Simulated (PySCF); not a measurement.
Distorted geometries of BiI3

BiI3 (singlet). PySCF 2.14.0, RKS r2SCAN, Bi def2-SVP with ECP60, I def2-SVP with ECP28; non-relativistic Hamiltonian with scalar-relativistic core potentials where named; density fitting; no spin-orbit coupling. Relaxed geometry:

```xyz
4

Bi    0.0034    0.0000    0.8418
I     2.5169   -0.0006   -0.4596
I    -1.2594    2.1790   -0.4634
I    -1.2607   -2.1783   -0.4633
```

Order these distorted geometries by energy above the relaxed one, lowest first.
A.
```xyz
4

Bi   -0.0708    0.0381    0.9383
I     2.3855    0.0266   -0.4489
I    -1.2446    2.2727   -0.5089
I    -1.0699   -2.3374   -0.5250
```
B.
```xyz
4

Bi    0.0230    0.0233    0.8927
I     2.4795   -0.1093   -0.5207
I    -1.2593    2.1960   -0.4390
I    -1.2430   -2.1101   -0.4774
```
C.
```xyz
4

Bi   -0.0718    0.2132    0.9615
I     2.7117    0.0796   -0.5762
I    -1.4605    1.9402   -0.6071
I    -1.1791   -2.2330   -0.3227
```

B (0.01 eV), A (0.13 eV), C (0.48 eV).

Which forces (eV/Å) act in the one that lies 0.48 eV up?


```
Bi   1.27 -1.54 -0.90
I   -1.26  0.12  0.77
I   -0.36  0.71 -0.43
I    0.35  0.70  0.56
```
Forces carry noise of the integration grid, about 0.01 to 0.03 eV/Å.

No frequency check is given that shows the relaxed geometry to be a minimum.
